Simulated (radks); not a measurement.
All-electron atom: Tl2.25+ in [Xe] 4f14 6s2 5d(up 4.75, down 4) (fractional occupations, a model configuration). Method: scalar-relativistic Kohn-Sham, SCAN, spin-polarised, spherical densities, finite nucleus; meta-GGA in the generalised Kohn-Sham scheme; Fermi nuclear charge, rms radius 5.4759 fm; computed with a radial shooting solver on a logarithmic mesh with Libxc functionals.

Normalised radial functions P(r) = r R(r), r in bohr:

| r | 4f down | 5p up | 5d up |
|---|---|---|---|
| 0.002712 | 0.0000 | 0.0140 | 0.0001 |
| 0.003647 | 0.0000 | 0.0226 | 0.0003 |
| 0.004903 | 0.0000 | 0.0361 | 0.0007 |
| 0.006592 | 0.0000 | 0.0569 | 0.0016 |
| 0.008863 | 0.0001 | 0.0879 | 0.0034 |
| 0.01192 | 0.0003 | 0.1316 | 0.0074 |
| 0.01602 | 0.0009 | 0.1881 | 0.0155 |
| 0.02154 | 0.0026 | 0.2513 | 0.0314 |
| 0.02896 | 0.0071 | 0.3023 | 0.0609 |
| 0.03893 | 0.0189 | 0.3054 | 0.1107 |
| 0.05235 | 0.0478 | 0.2137 | 0.1843 |
| 0.07038 | 0.1131 | 0.0009 | 0.2709 |
| 0.09462 | 0.2455 | -0.2770 | 0.3302 |
| 0.1272 | 0.4791 | -0.4391 | 0.2897 |
| 0.171 | 0.8186 | -0.2676 | 0.0873 |
| 0.23 | 1.2006 | 0.2291 | -0.2375 |
| 0.3092 | 1.4696 | 0.6280 | -0.4767 |
| 0.4157 | 1.4683 | 0.4221 | -0.3805 |
| 0.5588 | 1.1751 | -0.3551 | 0.0884 |
| 0.7513 | 0.7411 | -1.0501 | 0.6514 |
| 1.01 | 0.3537 | -1.1406 | 0.9644 |
| 1.358 | 0.1230 | -0.7335 | 0.8892 |
| 1.826 | 0.0285 | -0.2943 | 0.5906 |
| 2.455 | 0.0042 | -0.0733 | 0.2853 |
| 3.301 | 0.0003 | -0.0102 | 0.0944 |
| 4.438 | 0.0000 | -0.0006 | 0.0187 |
| 5.966 | 0.0000 | 0.0000 | 0.0018 |

4f down: eigenvalue -141.66 eV, 0 radial nodes, <r> = 0.467 bohr, 90 % of the charge inside 0.744 bohr. 5p up: eigenvalue -103.95 eV, 3 radial nodes at r = 0.0704, 0.203, 0.495 bohr, <r> = 1.00 bohr, 90 % of the charge inside 1.44 bohr. 5d up: eigenvalue -40.510 eV, 2 radial nodes at r = 0.186, 0.534 bohr, <r> = 1.32 bohr, 90 % of the charge inside 1.99 bohr.
